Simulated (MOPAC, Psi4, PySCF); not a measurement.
Conformational energy of C₅H₁₃ClSi, SMILES CC(C)(C)C[SiH2]Cl. Scanned: dihedral C2–C5–Si6–Cl7; all other coordinates were relaxed at GFN2-xTB. Points at φ and −φ are mirror images. Heavy atoms are numbered in the order of the SMILES CC(C)(C)C[SiH2]Cl, hydrogens after them in the order of the atoms that carry them; the mirror image has the same energies with the sign of each dihedral reversed.

- B3LYP-D3(BJ)/def2-SVP // GFN2-xTB (Psi4)
- RKS-B3LYP/6-31G* = restricted B3LYP/6-31G*, spherical d, density fitting // GFN2-xTB in PySCF
- PM6, restricted, heats of formation // GFN2-xTB (MOPAC)

Energies in kJ/mol, each method relative to its own lowest point.

```
φ / °  B3LYP-D3(BJ)/def2-SVP  RKS-B3LYP/6-31G*  PM6
-----  ---------------------  ----------------  ---
-160                     2.7               0.7  1.7
-140                     5.3               3.0  3.3
-120                     6.2               4.2  4.1
-100                     2.8               3.1  2.4
-80                      0.0               2.8  0.0
-60                      0.0               4.0  0.0
-40                      1.2               7.0  0.8
-20                      5.6              11.3  2.7
0                        7.7              13.4  3.8
20                       5.6              11.3  2.7
40                       1.2               7.0  0.8
60                       0.0               4.0  0.0
80                       0.0               2.8  0.0
100                      2.8               3.1  2.4
120                      6.2               4.2  4.1
140                      5.3               3.0  3.3
160                      2.7               0.7  1.7
180                      2.1               0.0  1.6
```
